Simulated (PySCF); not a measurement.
Species: SeCl₄.
SMILES: `Cl[Se](Cl)(Cl)Cl`

The calculation used TDDFT wB97X-D/def2-SVPD, vertical, gas phase, core orbitals frozen in the response in PySCF 2.14.0, density-fitted response routines. Isolated species at its PBE0-D3(BJ)/def2-SVP geometry, gas phase. Relativistic effects, spin–orbit coupling among them, are left out although an element past zinc is present.

```tsv
state	E (eV)	E (hartree)	f	|μ| (D)	symmetry	main configurations (H = HOMO, L = LUMO)
S1	3.24	0.1189	0.0019	0.40	–	H→L (99%)
S2	3.61	0.1328	0.0050	0.60	B1 or B2	H→L+1 (98%)
S3	3.74	0.1374	0.0000	0.01	–	H-1→L (92%)
S4	3.88	0.1425	0.0033	0.47	B1 or B2	H-2→L (86%)
S5	4.09	0.1504	0.0009	0.25	–	H-3→L (93%)
S6	4.19	0.1539	0.0016	0.31	–	H-1→L+1 (91%)
S7	4.23	0.1553	0.0000	0.02	–	H-2→L+1 (94%)
S8	4.31	0.1583	0.0004	0.16	–	H-4→L (64%), H-3→L+1 (32%)
S9	4.56	0.1676	0.0017	0.31	–	H-4→L+1 (98%)
S10	4.79	0.1762	0.012	0.80	A1	H-3→L+1 (66%), H-4→L (31%)
```

Triplets, Tamm–Dancoff:

| state | E (eV) | λ (nm) | main configurations (H = HOMO, L = LUMO) |
| --- | --- | --- | --- |
| T1 | 2.93 | 423.8 | H→L (97%) |
| T2 | 3.07 | 404.1 | H→L+1 (96%) |
| T3 | 3.44 | 360.4 | H-1→L (75%), H-2→L+1 (11%) |
| T4 | 3.46 | 358.1 | H-2→L (67%), H-1→L+1 (17%), H-6→L (8%) |

The lowest singlet comes at 383 nm (312 kJ/mol) in the visible; it is very weak; its leading configuration is HOMO→LUMO (99%). The most intense listed level is S10 at 4.79 eV (259 nm, f = 0.012), 1.56 eV above S1. It is the last of those listed, so stronger ones may follow. Löwdin shares by element: HOMO chlorine 80% or more, selenium 16%; LUMO chlorine 56% or more, selenium 39%. Weighted by f, the mean energy of these states is 4.26 eV. Of the 10 states listed, 1 reaches f = 0.01 and 3 stay under 0.0005. The listed states span 1.56 eV, and the widest gap between neighbours is 0.38 eV (S1 to S2). S1 lies in the visible range (380 to 750 nm), at 383 nm, f = 0.0019; light of that wavelength is violet, and its complementary colour is yellow-green; a Tamm–Dancoff triplet lies at 424 nm, without intensity as long as spin–orbit coupling is left out. Symmetry labels in C2v follow from the direction of the transition dipole and are given only for states with f of 0.002 or more; B1 and B2 swap with the choice of axes. Singlets were solved by full linear response, triplets in the Tamm–Dancoff approximation.
